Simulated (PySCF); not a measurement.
**Correlation energy of Mg (magnesium, neutral)**

[Ne] 3s2, closed-shell 1S. Calculation: PySCF 2.14, in jorge-DZP-DKH; the spin-free X2C one-electron Hamiltonian (Gaussian nucleus). Frozen: [Ne]; 2 electrons correlated.

Total MP2 correlation energy: -20.89 mhartree.

Same-spin part 0.00 and opposite-spin part -20.89 mhartree; SCS-MP2 scales them by 1/3 and 6/5 to -25.07 mhartree.

With two correlated electrons CCSD is exact within the correlated space (frozen core and kept virtual orbitals).

| level | correlation energy (mhartree) |
| --- | --- |
| CCSD | -32.74 |

Diagnostics: T1 = 0.011, D1 = 0.0155, largest double amplitude 0.113.

Problem. Is a single reference adequate?

Solution. Mostly. T1 lies below 0.03, but a double amplitude of this size points to a near-degeneracy that CCSD handles and MP2 describes poorly.
